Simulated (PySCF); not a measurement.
**NMR data sheet: C₂H₆F₄Si₂**

| Item | Value |
| --- | --- |
| Formula | C2H6F4Si2 |
| SMILES | FC(F)(F)C(F)([SiH3])[SiH3] |
| InChI | InChI=1S/C2H6F4Si2/c3-1(4,5)2(6,7)8/h7-8H3 |
| Point group of the computed structure | Cs |
| Degrees of unsaturation | 0 |
| Carbon signals | 2 |
| Proton signals | 1 |

Structure with atom numbers: `[F:1][C:2]([F:3])([F:4])[C:5]([F:6])([SiH3:7])[SiH3:8]`. Hydrogens are named by the atom that carries them.

Calculated, not measured (PySCF 2.14.0 with density-fitted response routines): coordinates at the GFN2-xTB level, shieldings: GIAO PBE0/pcSseg-1. A single conformation, averaged over atoms made equivalent by symmetry, fast rotation or ring inversion, no solvent, relativity neglected.

Scale: ¹H (31.72 ppm) and ¹³C (186.93 ppm) and ²⁹Si (349.16 ppm) against TMS; ¹⁹F (170.95 ppm) against CFCl3 (reference shieldings calculated alike).

| carbon | δC, type | δH (multiplicity) | HMBC from (2–3 bonds) | span of the C tensor (ppm) |
| --- | --- | --- | --- | --- |
| C2 | 136.4, C | – | H(Si7)/H(Si8) | 21 |
| C5 | 91.1, C | – | H(Si7)/H(Si8) | 98 |

Other nuclei:
```json
{"atoms": "H(Si7)/H(Si8)", "nucleus": "¹H", "environment": "hydrogen on a silicon bonded to C", "δ (ppm)": "4.20", "σ (ppm)": "27.52"}
{"atoms": "F1/F3/F4", "nucleus": "¹⁹F", "environment": "fluorine of a CF3 group", "δ (ppm)": "-81.4", "σ (ppm)": "252.4"}
{"atoms": "F6", "nucleus": "¹⁹F", "environment": "fluorine on an sp3 carbon", "δ (ppm)": "-260.4", "σ (ppm)": "431.3"}
{"atoms": "Si7/Si8", "nucleus": "²⁹Si", "environment": "silicon bonded to C, 3 H", "δ (ppm)": "-66.8", "σ (ppm)": "415.9"}
```

- Carbon types of the structure: 2 × C, leaving 6 H on heteroatoms.
- δC 136.4: CF3 carbon; 3 electronegative neighbours deshield it.
- δC 91.1: fully substituted sp3 carbon bonded to F and 2 Si; the inductive effect lowers its shielding.
- δH 4.20: hydrogen on a silicon bonded to C.

Splittings by ¹⁹F in the carbon and heteronuclear signals aren't shown, as no couplings were computed. Shifts are as computed. Against solution values, carbons near 30 ppm lie about +3 ppm off and those near 130 ppm about +5 ppm. Of 1211 compounds with measured shifts, 218 miss one by over three times the rms of a fit or turn the order of signals round; such compounds aren't used in these exercises. Unscaled 19F shifts against computed CFCl3 carry errors that often reach 10 to 50 ppm.
